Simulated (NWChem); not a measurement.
Species: C$_{2}$H$_{7}$OS cation; SMILES CS(C)=[OH+]

Computed with NWChem. Pople sets run with spherical d functions. STO-3G and 3-21G are far too small for this property and stand as cheap habits. All runs use the structure optimised with PBE0/def2-SVP. Field at 589 nm.

| level | isotropic polarisability (bohr³) | anisotropy (bohr³) |
|---|---|---|
| B3LYP/STO-3G | 23.8 | 12.9 |
| B3LYP/6-31G* | 40.7 | 11.9 |
| B3LYP/def2-SVP | 41.2 | 13.1 |
| B3LYP/def2-SVPD | [?] | 12.1 |
| B3LYP/aug-cc-pVDZ | 47.9 | 12.4 |

### Question
Complete the blanks.

### Answer

- B3LYP/def2-SVPD, isotropic polarisability (bohr³): 47.2
